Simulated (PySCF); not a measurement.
Species: C₇H₉N.
SMILES: `C#C/C(=N/[H])[C@@H](C=C)C`

The closed-shell SCF was solved with PySCF and density fitting under several settings on one GFN2-xTB geometry (grid level 2 and gas phase unless stated).

| settings | basis functions | SCF cycles | E (Eh) | HOMO (eV) | LUMO (eV) | dipole (D) |
| --- | --- | --- | --- | --- | --- | --- |
| PBE0/pcSseg-1 | 181 | 15 | -326.3594 | -7.63 | -1.09 | 2.34 |
| PBE0/def2-SVPD | 232 | 14 | -326.1777 | -7.65 | -1.20 | 2.40 |
| PBE0/6-31G | 90 | 16 | -326.3091 | -7.14 | -0.71 | 2.52 |
| PBE0/pcSseg-1, IEF-PCM chloroform | 181 | 14 | -326.3672 | -7.76 | -1.19 | 2.81 |
| LDA/6-31G-J | 132 | 17 | -323.8034 | -5.56 | -1.92 | 2.43 |

**Question.** Estimate the rows for these settings: (1) PBE0/6-31G-J, fitting basis def2-universal-jkfit; (2) BHandHLYP/def2-SVPD, start guess vsap.

**Answer.** 
```json
{"settings": "PBE0/6-31G-J, fitting basis def2-universal-jkfit", "basis functions": "132", "SCF cycles": "11", "E (Eh)": "-326.3655", "HOMO (eV)": "-7.18", "LUMO (eV)": "-0.76", "dipole (D)": "2.50"}
{"settings": "BHandHLYP/def2-SVPD, start guess vsap", "basis functions": "232", "SCF cycles": "14", "E (Eh)": "-326.3655", "HOMO (eV)": "-8.89", "LUMO (eV)": "-0.06", "dipole (D)": "2.46"}
```

**Question.** Over all rows, what range does the HOMO–LUMO gap span?

**Answer.** From 3.64 eV (LDA/6-31G-J) to 8.83 eV (BHandHLYP/def2-SVPD, start guess vsap). The functional of the narrowest has no exact exchange, that of the widest 50 % exact exchange.

**Question.** And the dipole moment?

**Answer.** From 2.34 D (PBE0/pcSseg-1) to 2.81 D (PBE0/pcSseg-1, IEF-PCM chloroform); the largest is 1.20 times the smallest, and the median is 2.46 D.

**Question.** Compare two rows with the functional PBE0: PBE0/pcSseg-1 and PBE0/def2-SVPD. Which energy is lower, and by how much?

**Answer.** PBE0/pcSseg-1 (181 functions) lies 0.1817 Eh or 114 kcal/mol below PBE0/def2-SVPD (232 functions). The smaller set gives the lower energy; the two sets aren't nested, so the variational bound doesn't order them by size.

Cycle counts include a coarse-grid stage where the run had one. Geometry: GFN2-xTB, one conformer.

Conformer computed: `[H]/[N:4]=[C:3](/[C:2]#[CH:1])[C@H:5]([CH3:6])[CH:7]=[CH2:8]`: C2–C3–C5–C6 -78°, C3–C5–C7–C8 99°.
